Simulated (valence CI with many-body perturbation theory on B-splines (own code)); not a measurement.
# E1 transitions of N III

Calculated by valence CI with perturbative core correlation (CI+MBPT): three valence electrons over a frozen Dirac-Fock core [He], a basis of 11 s, 11 p, 10 d, 8 f, 5 g, 2 h functions for each j, with the one-electron correlation potential Σ1 (screened to all orders), the two-electron term Σ2, the three-electron term Σ3, Breit, model QED; selected single and double excitations, second order for the rest, scaled by the run's own slope (own B-spline code, finite nucleus).

Set against measurement, 67 paired levels are off by 82 cm⁻¹ on average, the worst by 204. These come from a selection out of Moore, Selected Tables of Atomic Spectra, NSRDS-NBS 3, section 5. Levels without a partner in it may be off by more.

Lines 201 to 250 of 577 in falling wavelength, among levels below 44.733 eV, chosen from the strongest by gf and those to the six lowest levels. Wavelengths and rates use the calculated energies, so an error of 80 cm⁻¹ moves a line at 337.7 nm by 0.27 % and its rate by three times that or more. Electric multipoles are in the length gauge, E1 and E2 with the static RPA response of the core. Weak lines are less certain than strong ones. Lines between different terms over intervals too small for the method are left out, as are lines whose strength nearly cancels. Where a level lies close to another of its J and parity, the split of strength between their lines is uncertain. The highest levels of a list are the least certain.

Names give the largest LS component (configuration and term), which can be under half, so a name can repeat, a term be missing and a line seem to break the LS rules; names also repeat where a configuration has a term twice. Letters in brackets count levels of one name in rising energy.

| λ vac (nm) | λ from measured levels | Upper | Lower | A (s⁻¹) | log gf | Branch % |
| --- | --- | --- | --- | --- | --- | --- |
| 337.7 | 337.5 | 2s 2p 3p 4P_3/2 | 2s 2p 3s 4P°_5/2 | 8.23e+07 | -0.25 | 46.2 |
| 337.1 | 336.8 | 2s 2p 3p 4P_5/2 | 2s 2p 3s 4P°_5/2 | 1.24e+08 | 0.10 | 66.4 |
| 336.9 |  | 2s 2p 3p 4P_1/2 | 2s 2p 3s 4P°_3/2 | 1.48e+08 | -0.30 | 83.3 |
| 336.4 | 336.2 | 2s 2p 3p 4P_3/2 | 2s 2p 3s 4P°_3/2 | 2.27e+07 | -0.81 | 12.8 |
| 336.2 |  | 2s 2p 3p 4P_1/2 | 2s 2p 3s 4P°_1/2 | 2.93e+07 | -1.00 | 16.5 |
| 335.8 | 335.5 | 2s 2p 3p 4P_5/2 | 2s 2p 3s 4P°_3/2 | 5.26e+07 | -0.27 | 28.1 |
| 335.7 | 335.5 | 2s 2p 3p 4P_3/2 | 2s 2p 3s 4P°_1/2 | 7.20e+07 | -0.31 | 40.4 |
| 334.9 | 335.6 | 2s 2p 3p 2S_1/2 | 2s 2p 3s 2P°_3/2 [a] | 8.01e+07 | -0.57 | 3.6 |
| 334.5 | 334.3 | 2s 2p 3s 2P°_1/2 [a] | 2s2 3d 2D_3/2 | 2.39e+07 | -1.10 | 0.9 |
| 333.6 | 334.4 | 2s 2p 3p 2S_1/2 | 2s 2p 3s 2P°_1/2 [a] | 4.00e+07 | -0.87 | 1.8 |
| 333.3 | 333.1 | 2s 2p 3s 2P°_3/2 [a] | 2s2 3d 2D_5/2 | 2.18e+07 | -0.84 | 0.8 |
| 333.3 | 333.0 | 2s 2p 3s 2P°_3/2 [a] | 2s2 3d 2D_3/2 | 2.42e+06 | -1.79 | 0.1 |
| 330.7 | 330.8 | 2s2 5d 2D_3/2 | 2s2 4p 2P°_3/2 | 1.08e+07 | -1.15 | 0.4 |
| 330.7 | 330.8 | 2s2 5d 2D_5/2 | 2s2 4p 2P°_3/2 | 6.50e+07 | -0.19 | 2.5 |
| 330.4 | 330.5 | 2s2 5d 2D_3/2 | 2s2 4p 2P°_1/2 | 5.41e+07 | -0.45 | 2.1 |
| 326.7 |  | 2s2 6p 2P°_3/2 | 2s 2p 3p 2D_5/2 | 1.36e+07 | -1.06 | 0.5 |
| 325.8 |  | 2s2 6p 2P°_1/2 | 2s 2p 3p 2D_3/2 | 1.54e+07 | -1.31 | 0.6 |
| 325.8 |  | 2s2 6p 2P°_3/2 | 2s 2p 3p 2D_3/2 | 1.54e+06 | -2.01 | 0.1 |
| 297.8 | 298.5 | 2s 2p 3d 2P°_3/2 | 2s 2p 3p 2P_3/2 | 8.48e+07 | -0.35 | 1.0 |
| 297.4 | 298.0 | 2s 2p 3d 2P°_3/2 | 2s 2p 3p 2P_1/2 | 1.64e+07 | -1.06 | 0.2 |
| 297.2 | 297.8 | 2s 2p 3d 2P°_1/2 | 2s 2p 3p 2P_3/2 | 3.35e+07 | -1.05 | 0.4 |
| 296.7 | 297.3 | 2s 2p 3d 2P°_1/2 | 2s 2p 3p 2P_1/2 | 6.67e+07 | -0.75 | 0.8 |
| 295.2 |  | 2s2 6f 2F°_5/2 | 2s 2p 3p 2D_5/2 | 1.29e+06 | -2.00 | 0.3 |
| 295.2 |  | 2s2 6f 2F°_7/2 | 2s 2p 3p 2D_5/2 | 1.93e+07 | -0.70 | 5.1 |
| 294.7 |  | 2s2 6p 2P°_3/2 | 2s2 4d 2D_5/2 | 6.12e+06 | -1.50 | 0.2 |
| 294.5 |  | 2s2 6p 2P°_1/2 | 2s2 4d 2D_3/2 | 6.48e+06 | -1.77 | 0.2 |
| 294.5 |  | 2s2 6p 2P°_3/2 | 2s2 4d 2D_3/2 | 6.48e+05 | -2.47 | 0.0 |
| 294.4 |  | 2s2 6f 2F°_5/2 | 2s 2p 3p 2D_3/2 | 1.92e+07 | -0.82 | 5.0 |
| 293.0 |  | 2s2 6d 2D_3/2 | 2s2 4f 2F°_5/2 | 2.89e+06 | -1.83 | 0.2 |
| 293.0 |  | 2s2 6d 2D_5/2 | 2s2 4f 2F°_7/2 | 2.76e+06 | -1.67 | 0.2 |
| 287.1 |  | 2s2 6g 2G_9/2 | 2s2 4f 2F°_7/2 | 1.14e+08 | 0.15 | 56.2 |
| 287.1 |  | 2s2 6g 2G_7/2 | 2s2 4f 2F°_7/2 | 4.08e+06 | -1.39 | 2.0 |
| 287.1 |  | 2s2 6g 2G_7/2 | 2s2 4f 2F°_5/2 | 1.10e+08 | 0.04 | 54.2 |
| 279.2 | 280.4 | 2s 2p 3s 2P°_3/2 [b] | 2s2 4d 2D_5/2 | 7.23e+06 | -1.47 | 0.2 |
| 279.0 | 280.2 | 2s 2p 3s 2P°_1/2 [b] | 2s2 4d 2D_3/2 | 7.99e+06 | -1.73 | 0.2 |
| 279.0 | 280.2 | 2s 2p 3s 2P°_3/2 [b] | 2s2 4d 2D_3/2 | 7.90e+05 | -2.43 | 0.0 |
| 274.6 | 274.4 | 2s2 5s 2S_1/2 | 2s 2p 3s 2P°_3/2 [a] | 1.41e+07 | -1.50 | 0.8 |
| 273.8 | 273.5 | 2s2 5s 2S_1/2 | 2s 2p 3s 2P°_1/2 [a] | 6.93e+06 | -1.81 | 0.4 |
| 273.2 | 271.5 | 2s2 3d 2D_5/2 | 2p3 2P°_3/2 | 8.61e+05 | -2.24 | 0.0 |
| 269.7 | 269.8 | 2s2 5p 2P°_1/2 | 2s2 4s 2S_1/2 | 1.60e+07 | -1.46 | 4.6 |
| 269.6 | 269.7 | 2s2 5p 2P°_3/2 | 2s2 4s 2S_1/2 | 1.59e+07 | -1.16 | 4.6 |
| 268.9 |  | 2s2 6f 2F°_5/2 | 2s2 4d 2D_5/2 | 5.90e+06 | -1.42 | 1.5 |
| 268.9 |  | 2s2 6f 2F°_7/2 | 2s2 4d 2D_5/2 | 8.85e+07 | -0.12 | 23.2 |
| 268.6 |  | 2s2 6f 2F°_5/2 | 2s2 4d 2D_3/2 | 8.14e+07 | -0.28 | 21.3 |
| 262.3 | 262.4 | 2s2 6s 2S_1/2 | 2s2 4p 2P°_3/2 | 5.88e+07 | -0.92 | 7.0 |
| 262.1 | 262.2 | 2s2 6s 2S_1/2 | 2s2 4p 2P°_1/2 | 2.95e+07 | -1.22 | 3.5 |
| 252.0 |  | 2s2 7p 2P°_3/2 | 2s 2p 3p 2D_5/2 | 1.01e+07 | -1.41 | 8.1 |
| 251.4 |  | 2s2 7p 2P°_1/2 | 2s 2p 3p 2D_3/2 | 1.16e+07 | -1.66 | 9.3 |
| 251.4 |  | 2s2 7p 2P°_3/2 | 2s 2p 3p 2D_3/2 | 1.16e+06 | -2.36 | 0.9 |
| 239.7 | 240.3 | 2s 2p 3d 2P°_3/2 | 2s2 4s 2S_1/2 | 2.25e+06 | -2.11 | 0.0 |

**Question.** How does gf follow from A for the line at 326.7 nm?

**Answer.** gf = 1.4992 × (2J+1)_upper × A / σ², with σ = 30609 cm⁻¹ and 2J+1 = 4: gf = 0.0868.
